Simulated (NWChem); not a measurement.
Molecule: CH₄BFOSe; SMILES COB(F)[SeH]

```xyz
9

B     -0.6135     0.6667     0.0000
F     -1.9299     0.8251     0.0000
O      0.1521     1.7671     0.0000
C      1.5567     1.7422     0.0000
H      1.9184     2.7792     0.0000
H      1.9497     1.2334     0.8963
H      1.9497     1.2334    -0.8963
Se     0.1537    -1.1414     0.0000
H     -1.1640    -1.7889     0.0000
```
Atoms are numbered in this order, from 1.

All runs: NWChem. Medium grid unless said otherwise, to which SCAN and Minnesota functionals are sensitive. Structure relaxed at the PBE0/def2-SVP level. Total energies of different functionals are on different scales.

```
level                                                               energy (Ha)  highest occupied level (eV)  orbital gap (eV)  dipole (D)
------------------------------------------------------------------  -----------  ---------------------------  ----------------  ----------
B3LYP/def2-SVP                                                       -2641.6736                        -7.01              7.12        1.73
PBE/def2-SVP                                                         -2641.0028                          [?]              5.53        1.59
LC-BLYP (range parameter 0.33 per bohr)/def2-SVP                     -2640.8189                        -9.47             11.85        1.67
M06-L/def2-SVP                                                       -2641.5228                        -6.33              6.23        1.65
LDA (Slater exchange, VWN5)/def2-SVP                                 -2636.4079                        -6.22              5.49        1.62
TPSS/def2-SVP                                                        -2641.5993                        -6.21              5.80        1.62
BLYP/def2-SVP                                                        -2641.6077                        -5.86              5.42        1.65
OLYP/def2-SVP                                                        -2642.2347                        -5.91              5.54        1.61
LC-wPBE (HJS exchange hole, range parameter 0.4 per bohr)/def2-SVP   -2641.1666                        -9.99             12.67        1.64
```

**Question.** Complete the blanks.

**Answer.** 
- PBE/def2-SVP, highest occupied level (eV): -6.08
